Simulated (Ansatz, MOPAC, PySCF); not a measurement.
Noncovalent pair: C2H6 (SMILES CC) (first 8 atoms) with C2H6O (SMILES COC); geometry from B3LYP-D3(BJ)/def2-TZVP, rigid monomers moved along the line of their centres of mass till H5···O10 is 2.96 Å.
(charge 0, multiplicity 1):
```xyz
17

C     -0.324     0.762     0.030
C      0.173    -0.680    -0.035
H     -1.385     0.826    -0.221
H      0.218     1.397    -0.674
H     -0.189     1.175     1.030
H     -0.375    -1.320     0.660
H      1.231    -0.746     0.224
H      0.051    -1.103    -1.035
C      1.190    -0.338     4.086
O      0.115     0.557     3.906
C     -1.140    -0.059     4.093
H      1.137    -1.175     3.378
H      1.204    -0.745     5.106
H      2.109     0.218     3.912
H     -1.292    -0.882     3.383
H     -1.904     0.699     3.928
H     -1.242    -0.456     5.112
```

Counterpoise-corrected where a basis set is named; no monomer relaxation. Rows marked so take none.

Rows in 6-31G* carry no dispersion term and start afresh at each structure (6-31G* with six Cartesian d functions). The state that AM1, PM7 reach isn't checked; PM7 holds dispersion and hydrogen-bond terms.

Programs: Ansatz (Gaussian orbitals); MOPAC for AM1, PM7 (differences of heats of formation); PySCF for 6-31G* rows, the dispersion terms. Each number belongs to the level named beside it.

### Question
One of these levels gives -1.18 kcal/mol for the interaction energy. Which?
A) HF/6-31G* (no counterpoise)
B) PM7
C) PBE-D4/def2-TZVPPD
D) AM1

### Answer
B, PM7. The others give 0.08 (AM1), -0.45 (HF/6-31G* (no counterpoise)), -1.61 (PBE-D4/def2-TZVPPD)

Ansatz is an electronic-structure program.
